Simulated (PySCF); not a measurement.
C2H7AlO2Si, SMILES [OH][Al]([OH])/[CH]=C/[SiH3].

Geometry optimised at PBE-D3(BJ)/def2-SVP. The structure was generated by enumeration; whether it is a known compound was not checked. One conformer was computed; it need not be the lowest.

Calculation: PBE-D3(BJ)/def2-SVP (PySCF).

Frequencies are harmonic and unscaled.

Computed vibrational spectrum:
```tsv
mode	ν (cm⁻¹)	IR (km/mol)	moving atoms (share of kinetic energy)
1	56	1.5	H 52 %, C 23 %, O 20 %
2	68	0.7	O 51 %, C 16 %, Si 15 %, H 13 %
3	100	0.6	C 39 %, H 37 %, O 12 %, Si 9 %
4	133	0.5	H 63 %, C 33 %
5	188	14.1	O 43 %, Si 26 %, H 18 %, C 13 %
6	227	4.4	C 39 %, O 27 %, H 20 %, Al 12 %
7	247	4.8	H 92 %
8	277	33.1	Al 56 %, O 16 %, C 14 %, H 14 %
9	288	21.0	Al 32 %, O 24 %, H 17 %, Si 15 %, C 12 %
10	334	240.7	H 86 %, O 12 %
11	487	275.4	H 86 %, O 12 %
12	552	34.0	H 82 %, C 10 %
13	557	45.8	H 62 %, C 22 %, Si 10 %
14	562	3.8	H 57 %, O 42 %
15	655	6.4	C 50 %, H 22 %, O 17 %, Si 11 %
16	745	22.0	C 47 %, H 36 %, Si 14 %
17	753	15.6	H 54 %, C 41 %
18	824	276.3	Al 39 %, O 32 %, H 20 %, C 9 %
19	887	193.1	H 87 %, Si 10 %
20	901	39.6	H 97 %
21	905	84.5	Al 49 %, O 45 %
22	916	47.1	H 97 %
23	1029	17.3	H 93 %
24	1128	34.4	H 86 %, C 13 %
25	1256	0.1	H 79 %, C 20 %
26	1561	6.4	C 96 %
27	2147	98.9	H 99 %
28	2149	107.3	H 96 %
29	2167	91.2	H 96 %
30	3031	0.4	H 92 %, C 8 %
31	3038	10.9	H 92 %
32	3831	56.1	H 94 %
33	3838	86.5	H 94 %
```
